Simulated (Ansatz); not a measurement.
Gas-phase electronic energies from Ansatz, PBE0-D4/def2-TZVP geometries. CCSD(T)/CBS adds triple-zeta CCSD(T) − MP2 to the extrapolated MP2 energy (def2 sets, frozen cores). For Se outer-core shells are correlated without core-valence functions, which leaves a few kJ/mol of doubt a bond. Scalar relativity is left out up to krypton. One conformer a species, not always the lowest.

Reaction (cleavage of the Si–Si bond): `CO[SiH2][SiH2]N` + `[SiH3][SeH]` → `N[SiH2][Se][SiH3]` + `CO[SiH3]`

`CO[SiH2][SiH2]N`:

Z-matrix (Å, degrees):
```
C
O 1 1.410
H 1 1.096 2 111.7
H 1 1.091 2 108.2 3 119.7
H 1 1.097 2 111.2 3 -121.4
Si 2 1.648 1 122.4 3 55.5
Si 6 2.350 2 112.8 1 -61.4
H 6 1.498 2 110.1 1 59.9
H 6 1.485 2 106.1 1 177.1
N 7 1.731 6 108.7 2 66.0
H 7 1.489 6 111.4 2 -51.4
H 7 1.500 6 108.1 2 -168.0
H 10 1.009 7 118.9 6 -169.4
H 10 1.008 7 118.7 6 52.1
```

`[SiH3][SeH]`:

```xyz
6

Si   -0.394    0.418    0.033
Se    0.460   -1.609   -0.562
H    -0.460    0.568    1.509
H    -1.762    0.437   -0.538
H     0.408    1.531   -0.532
H     1.749   -1.346    0.091
```

`N[SiH2][Se][SiH3]`:

Cartesian coordinates in Å:
```
N -1.098 0.699 -1.596
Si -0.620 1.258 -0.052
Se -0.719 -0.234 1.692
Si 1.124 -1.380 1.022
H -0.462 0.129 -2.131
H -2.051 0.407 -1.749
H 0.786 1.714 -0.179
H -1.536 2.343 0.369
H 1.136 -2.676 1.744
H 2.368 -0.627 1.323
H 1.074 -1.633 -0.443
```

`CO[SiH3]`:

```xyz
9

C     1.305    0.235   -0.308
O     0.372   -0.069    0.702
Si   -1.232   -0.240    0.395
H     1.322   -0.538   -1.085
H     2.296    0.290    0.146
H     1.086    1.200   -0.781
H    -1.876   -0.558    1.690
H    -1.471   -1.335   -0.586
H    -1.802    1.015   -0.172
```

```csv
species,HF/def2-QZVPP energy (Eh)
`CO[SiH2][SiH2]N`,-750.46216
`[SiH3][SeH]`,-2691.19344
`N[SiH2][Se][SiH3]`,-3036.43387
`CO[SiH3]`,-405.25800
```

Problem. Work out ΔE.

Solution. ΔE = (-3036.43387) + (-405.25800) − (-750.46216) − (-2691.19344) = -0.03627 Eh = -95.2 kJ/mol. CCSD(T)/CBS gives -92.4 kJ/mol.

Largest T1 diagnostic among the species: 0.011.

From PBE to PBE0 (25 % exact exchange), in def2-TZVPP and without D4, ΔE moves by −5.2 kJ/mol.
